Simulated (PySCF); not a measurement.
A GIAO shielding run with PySCF (density fitting, non-relativistic, gas phase) on `InChI=1S/C6H14SSi/c8-5-6-3-1-2-4-7-6/h6H,1-5H2,8H3/t6-/m0/s1`:

```
$ OMP_NUM_THREADS=1 python probes_run.py task.json out

{"job": {"kind": "nmr", "xc": "KT2", "basis": "pcSseg-1", "pop": false}, "charge": 0, "multiplicity": 1}
Si    -3.426810    -0.227765    -0.564638
C     -2.135654     0.097329     0.778773
C     -0.724929     0.385237     0.277017
C     -0.091971    -0.786632    -0.464189
C      1.315119    -0.503468    -0.980588
C      2.306601    -0.136570     0.117741
C      1.876764     1.091944     0.902563
S      0.279018     0.862508     1.730895
H     -4.792033    -0.192163     0.043306
H     -3.243562    -1.558629    -1.221314
H     -3.343950     0.829544    -1.621132
H     -2.499636     0.956921     1.367812
H     -2.119555    -0.763777     1.470270
H     -0.751657     1.262166    -0.396140
H     -0.077733    -1.658880     0.213032
H     -0.738357    -1.060686    -1.317025
H      1.683220    -1.383712    -1.531552
H      1.269325     0.320784    -1.715823
H      2.419239    -0.983649     0.815546
H      3.299539     0.048350    -0.327046
H      2.591739     1.327133     1.705646
H      1.820385     1.977320     0.245588
```

Hardware: 1 thread of an Arm Neoverse N1, shared host. The job also computes ring-centre shieldings.

(1) How large is the calculation?

(2) How long does it take, and how much memory does it need?

(3) And these other runs on the same molecule and hardware: GIAO shielding at PBE0/pcSseg-1?

Results:

(1) 80 electrons, 220 basis functions and 1184 auxiliary functions.

(2) 110 s of wall time, with 15 SCF cycles; peak memory 0.79 GiB. Times on a shared host scatter by some tens of per cent.

(3) PBE0/pcSseg-1: 220 functions, 84 s.
